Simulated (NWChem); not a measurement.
# SiNH2BrCl2; SMILES N[Si](Cl)(Cl)Br

```xyz
7

N      1.9576    -0.8521     0.0000
Si     0.3031    -0.4816     0.0000
Cl    -0.5328    -1.2869    -1.6882
Cl    -0.5328    -1.2869     1.6882
Br    -0.1880     1.6852     0.0000
H      2.5103    -0.7635    -0.8451
H      2.5103    -0.7635     0.8451
```
Atoms are numbered in this order, from 1.

Level: PBE0/def2-SVP (NWChem), optimised geometry, unscaled harmonic frequencies. This build's default masses of Se (78.918 u) and Br (79.917 u) are each other's, which moves their modes by up to 0.6 %.

```
frequency (cm⁻¹)  IR intensity (km/mol)
----------------  ---------------------
90                                  5.9
137                                 5.5
178                                 0.2
209                                 6.3
227                                 6.0
288                                 9.7
324                               150.9
404                                56.5
559                               228.5
604                               117.3
828                               109.9
925                               125.7
1523                               72.5
3617                               77.3
3725                               68.0
```

```yaml
zero_point_energy: 19.5 kcal/mol
thermal correction to the enthalpy at 298.15 K (with zero-point energy): 24.8 kcal/mol
heat capacity Cv: 23.4 cal/(mol K)
entropy at 298.15 K and 1 atm (symmetry number 1): 89.1 cal/(mol K)
dipole_moment: 2.68 D
```

Rigid rotor and harmonic oscillator; modes under 100 cm⁻¹ make the entropy uncertain.
